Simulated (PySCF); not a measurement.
# Electron correlation in Ca- (calcium, charge -1)

[Ar] 3d1 4s2, 2D determinant. All numbers are calculated (PySCF 2.14, the spin-free X2C one-electron Hamiltonian (Gaussian nucleus), in x2c-TZVPPall with one added diffuse shell each of s, p, d type (7s6p4d, 45 functions)). Frozen: [Ne]; 11 electrons correlated.

```csv
level,correlation energy (mhartree)
CCSD,-227.43
(T),-6.15
CCSD(T),-233.58
```

Diagnostics: T1 = 0.028, D1 = 0.1089, largest double amplitude 0.107.

The configuration of this anion was assumed by filling the next shell in order. It is not the known or likely ground configuration (Ca⁻, Sr⁻ and Ba⁻, for instance, bind a p electron), so these values are not the electron affinity of the element.

Cost of the coupled-cluster step: roughly 4 core-seconds, for 11 correlated electrons.

This basis was not built for core-valence correlation, so the inner-shell part is incomplete.
